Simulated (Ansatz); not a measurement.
PbO2, relaxed as a triplet with UKS r2SCAN-D4/def2-TZVP in Ansatz, starting from the r2SCAN-D4/def2-TZVP geometry of the neutral singlet. Force threshold 0.02 eV/Å.

In the def2 sets Pb takes a core potential; there is no spin–orbit coupling. The structure holds 1 bond(s) between oxygen atoms. At r2SCAN-D4/def2-TZVP a singlet of charge 0 lies 0.44 eV below the triplet, each at its own geometry. The structure comes from a short search, and lower isomers may exist.

Start:

Cartesian coordinates in Å:
```
Pb 0.715 0.612 0.890
O 0.203 -0.820 -0.541
O -0.918 0.208 -0.349
```

**Question.** Estimate the energy that the relaxation releases and the steps that it takes.

**Answer.** 26.4 kcal/mol, in 6 steps; 7.5 s on 4 threads of Arm Neoverse V1 on a shared host. No frequencies were taken in this run, so the end may be a saddle point.

**Question.** Does the start keep its bonding and symmetry?

**Answer.** By distances, no bond broke or formed. The bond that changes most is Pb1–O3, from 2.09 to 2.32 Å (atoms count from 1). Point group C2v at the start, C2v at the end, both within 0.05 Å.

**Question.** Predict the relaxed structure.

**Answer.** 
```xyz
3

Pb    0.818    0.700    1.018
O     0.074   -0.793   -0.592
O    -0.892    0.093   -0.426
```
Bond lengths: 2 × O–Pb 2.32 Å; 1 × O–O 1.32 Å.
